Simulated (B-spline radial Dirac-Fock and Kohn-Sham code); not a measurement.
Elastic scattering of 5.1 keV electrons by neutral mercury

Method: relativistic (Dirac) partial waves in the static field of the Dirac-Fock atom with Furness-McCarthy exchange, without polarisation or absorption potentials. Computed with a radial atomic solver.

Input file task.json (cfg lists n, l and occupation; rrms is the nuclear radius in fm):

```json
{"items": [{
  "Z": 80,
  "q": 0,
  "cfg": [[1, 0, 2], [2, 0, 2], [2, 1, 6], [3, 0, 2], [3, 1, 6], [3, 2, 10], [4, 0, 2], [4, 1, 6], [4, 2, 10], [4, 3, 14], [5, 0, 2], [5, 1, 6], [5, 2, 10], [6, 0, 2]],
  "A": 202,
  "rrms": 5.4648,
  "do": "elastic",
  "energies": [[5100.0, 0]],
  "theta": [0, 10, 20, 30, 40, 50, 60, 70, 80, 90, 100, 110, 120, 130, 140, 150, 160, 170, 180]
}]}
```

Launch: `python xray2_run.py task.json out`

```csv
θ (°),dσ/dΩ (a₀²/sr),Sherman function
0,196,0.000
10,5.69,-0.001
20,0.794,0.003
30,0.254,0.019
40,0.119,0.006
50,0.0683,-0.048
60,0.0467,-0.076
70,0.0357,-0.024
80,0.0279,0.083
90,0.0207,0.188
100,0.0144,0.226
110,0.0108,0.090
120,0.0116,-0.167
130,0.0179,-0.248
140,0.0293,-0.200
150,0.0438,-0.135
160,0.0580,-0.082
170,0.0685,-0.038
180,0.0723,0.000
```

Q: What integrated cross sections go with this distribution?

A: The total elastic cross section is 4.26 a₀², the first transport cross section 0.416 a₀² and the second, weighted with (3/2) sin²θ, 0.529 a₀². The mean deflection is ⟨1 − cos θ⟩ = 0.0976, and 3.4 % of the collisions scatter beyond 90°.

On this grid of angles the cross section has a minimum near 110°.
